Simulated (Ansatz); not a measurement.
System: GeH3Se, charge 0, doublet. GeH3Se (SMILES [GeH3][Se], doublet).
B3LYP-D3(BJ)/def2-TZVP minimum from Ansatz (a program for electronic structure):
```
Ge
H 1 1.5373
H 1 1.5373 2 110.22
H 1 1.5388 2 110.17 3 -121.78
Se 1 2.3657 2 110.58 3 122.58
```
Charge 0, spin multiplicity 2.

Total energies in hartree (Ansatz). Open shells are spin-unrestricted; no spin-orbit coupling. Cores are frozen in correlated methods (noble-gas shells, and filled d and f shells in the p block). No relativity. Where a partner has so few electrons that a lower coupled-cluster level is exact, that level stands in.

```csv
species,HF/cc-pVTZ,CCSD(T)/cc-pVTZ,HF/cc-pVQZ,CCSD(T)/cc-pVQZ,CCSDT(Q)/cc-pVTZ
"1: GeH3Se (SMILES [GeH3][Se], doublet)",-4477.04916,-4477.34470,-4477.05614,-4477.37160,-4477.34637
2: Ge (triplet),-2075.36107,-2075.42794,-2075.36359,-2075.43284,-2075.42848
3: Se (triplet),-2399.87209,-2399.99441,-2399.87500,-2400.00700,-2399.99510
4: H (doublet),-0.49981,-0.49981,-0.49995,-0.49995,-0.49981
```

Work out the atomisation energy (electronic, to ground-state atoms) in kJ/mol: take Hartree-Fock from cc-pVQZ, extrapolate the CCSD(T) correlation energy as X^-3 (X = 3, 4), and add CCSDT(Q) - CCSD(T) in cc-pVTZ. 1 hartree = 2625.5 kJ/mol.


Species 1: correlation (64·(-0.31546) - 27·(-0.29554))/37 = -0.33000; step -0.00167; E1 = -4477.05614 + (-0.33000) + (-0.00167) = -4477.38781
Species 2: correlation (64·(-0.06925) - 27·(-0.06687))/37 = -0.07099; step -0.00054; E2 = -2075.36359 + (-0.07099) + (-0.00054) = -2075.43512
Species 3: correlation (64·(-0.13200) - 27·(-0.12232))/37 = -0.13906; step -0.00069; E3 = -2399.87500 + (-0.13906) + (-0.00069) = -2400.01475
Species 4: correlation (64·(0.00000) - 27·(0.00000))/37 = 0.00000; step +0.00000; E4 = -0.49995 + (0.00000) + (+0.00000) = -0.49995
-1·E1 +1·E2 +1·E3 +3·E4 = 0.43809 hartree = 1150.2 kJ/mol.
